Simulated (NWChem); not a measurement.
Species: CdGeH4S; SMILES [Cd]([SH])[GeH3]

Program: NWChem. Structure relaxed at the PBE0/def2-SVP level. Not confirmed as a minimum by frequencies. def2 effective core potentials on Cd; no spin-orbit coupling. One conformer.

Diagonal of the polarisability tensor at PBE0/def2-SVPD, static: 73.07, 141.53, 74.18 bohr³.

Q: Find the mean polarisability volume, the molar refraction, and the refractive index that an ideal gas of it would have at 273.15 K and 1 atm.

A: 
1. Mean: one third of the trace = 96.26 bohr³ × 0.14818 Å³/bohr³ = 14.26 Å³.
2. Molar refraction (Lorentz-Lorenz): (4π/3) N_A α = 36.0 cm³/mol.
3. Number density p/kT = 2.687 × 10⁻⁵ Å⁻³; n − 1 = 2π N α = 24.08 × 10⁻⁴.
4. These hold the electronic response alone: vibrational and orientational terms add to the static dielectric constant.
